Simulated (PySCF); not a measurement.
Compound: C2H7ClSi2.
SMILES: `[SiH3][C@]1(Cl)C[SiH2]1`

The calculation used TDDFT CAM-B3LYP/def2-SVPD, vertical, gas phase, core orbitals frozen in the response in PySCF 2.14.0, density-fitted response routines. Isolated species at its GFN2-xTB geometry, gas phase.

Question: Predict the UV-vis stick spectrum at this level.

Answer: 

```
state  λ (nm)  E (eV)       f  |μ| (D)   main configurations (H = HOMO, L = LUMO)
   S1   222.3    5.58   0.029     1.18        H→L+2 (33%), H→L (32%), H→L+1 (28%)
   S2   206.4    6.01   0.182     2.82                     H→L (60%), H→L+2 (30%)
   S3   195.1    6.36   0.029     1.09      H→L+1 (47%), H→L+3 (29%), H→L+2 (12%)
   S4   191.4    6.48  0.0032     0.36  H-1→L (53%), H-1→L+2 (20%), H-1→L+1 (15%)
   S5   183.5    6.76   0.035     1.17      H→L+3 (56%), H→L+1 (13%), H→L+2 (10%)
   S6   181.3    6.84  0.0053     0.45    H-1→L+2 (35%), H-1→L (24%), H→L+5 (17%)
   S7   174.0    7.13   0.022     0.91                   H→L+5 (61%), H-1→L (14%)
   S8   169.3    7.32   0.031     1.06                                H→L+4 (61%)
```

Triplets, Tamm–Dancoff:

```
state  E (eV)  λ (nm)   main configurations (H = HOMO, L = LUMO)
   T1    4.65   266.6                                  H→L (88%)
   T2    5.15   240.5                   H→L+2 (56%), H→L+1 (29%)
   T3    5.93   209.1  H-1→L (40%), H-1→L+2 (22%), H-1→L+1 (15%)
```

The lowest singlet lies at 5.58 eV (222 nm, ultraviolet) and is weak; its leading configuration is HOMO→LUMO+2 (33%). The most intense listed level is S2 at 6.01 eV (206 nm, f = 0.182), 0.43 eV above S1. Löwdin shares by element: HOMO carbon 40%, silicon 23% or more, chlorine 22%; LUMO silicon 38% or more, hydrogen 11% or more, chlorine 10%, carbon 10% or more (atoms not listed hold the other 31%). Orbital energies (eV): HOMO-3 -10.89, HOMO-2 -10.30, HOMO-1 -9.27, HOMO -8.18, LUMO 0.56, LUMO+1 1.14, LUMO+2 1.16. The oscillator strengths of these states sum to 0.337; summed over the whole spectrum of an exact calculation they would give the number of electrons, 64 (Thomas–Reiche–Kuhn). Weighted by f, the mean energy of these states is 6.29 eV. Only the lowest 8 singlets were computed, as vertical energies without vibronic structure.

Hardware: one thread, Arm Neoverse N1 (aarch64), shared host. Cost: 43 s wall, 0.74 GiB resident at most.
